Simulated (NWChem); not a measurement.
Molecule: CH4CdO; SMILES C[O][CdH]

```xyz
7

Cd     0.0067     0.6312    -0.0002
H      0.4535     2.2135     0.0065
O     -0.5290    -1.2641     0.0003
C      0.3050    -2.3712    -0.0001
H      0.9712    -2.4351     0.8871
H     -0.3055    -3.2952     0.0064
H      0.9621    -2.4415    -0.8935
```
Atoms are numbered in this order, from 1.

Results from NWChem. All runs use the structure optimised with PBE0/def2-SVP. def2 effective core potentials on Cd; no spin-orbit coupling. B3LYP is NWChem's, with the RPA form of VWN correlation. Ions are spin-unrestricted doublets at the neutral geometry; other ion states weren't tried.

Task: Order these by “ΔSCF minus −ε(HOMO) (eV)”, lowest first: B3LYP/def2-SVP; M06-2X/def2-SVP; r2SCAN/def2-SVP; PBE/def2-SVP.

Result: M06-2X/def2-SVP (1.14), B3LYP/def2-SVP (2.80), r2SCAN/def2-SVP (3.45), PBE/def2-SVP (3.74)
